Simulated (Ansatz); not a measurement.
C3H7BSi can be A, `B[SiH](C)C#C`, or B, `C#CB[SiH2]C`.

Computed with Ansatz on PBE0-D4/def2-TZVP structures; ΔE is electronic, products minus reactants. CCSD(T)/CBS is the MP2 limit (def2-TZVPP, def2-QZVPP) plus CCSD(T) − MP2 in def2-TZVPP, frozen cores. DFT in def2-TZVPP. B3LYP here is the variant with VWN-RPA as its local correlation; programs differ in this. One conformer a species, not always the lowest.

A:

```xyz
12

B    -1.236    1.468    0.778
Si   -0.098   -0.160    0.472
C     1.722    0.212    0.230
C    -0.698   -1.166   -0.937
C    -1.090   -1.802   -1.885
H    -0.819    2.370    1.446
H    -2.352    1.559    0.361
H    -0.278   -0.982    1.710
H     2.295   -0.713    0.135
H     2.110    0.775    1.082
H     1.881    0.804   -0.673
H    -1.438   -2.367   -2.719
```

B:

```xyz
12

C     0.554    2.610   -0.985
C    -0.185    1.651   -1.032
B    -1.057    0.435   -1.042
Si   -0.645   -1.153    0.129
C     0.886   -0.953    1.191
H     1.195    3.461   -0.955
H    -2.012    0.418   -1.762
H    -1.841   -1.404    0.989
H    -0.505   -2.346   -0.760
H     0.781   -0.092    1.855
H     1.063   -1.839    1.805
H     1.766   -0.787    0.566
```

Q: Which isomer does CCSD(T)/CBS put lower? Give the gap. (Best estimate.)

A: Computed: B, by 5.8 kcal/mol.

Q: Give E(B) − E(A) in kcal/mol with PBE-D4, CCSD/def2-TZVPP, CCSD(T)/def2-TZVPP, B3LYP-D4, PBE0-D4, B2PLYP, r2SCAN-D4. (Best estimate.)

A: The calculation gave: PBE-D4 -9.6, CCSD/def2-TZVPP -5.5, CCSD(T)/def2-TZVPP -5.9, B3LYP-D4 -8.0, PBE0-D4 -8.2, B2PLYP -7.1, r2SCAN-D4 -8.7. None reverses the order clearly.

Largest T1 diagnostic: 0.014.

From PBE to PBE0 (25 % exact exchange), in def2-TZVPP and without D4, E(B) − E(A) moves by +1.4 kcal/mol. In def2-TZVPP, CCSD(T) changes the Hartree–Fock value by −1.2 kcal/mol (the triples alone add −0.4 kcal/mol) and MP2 by −0.7 kcal/mol.
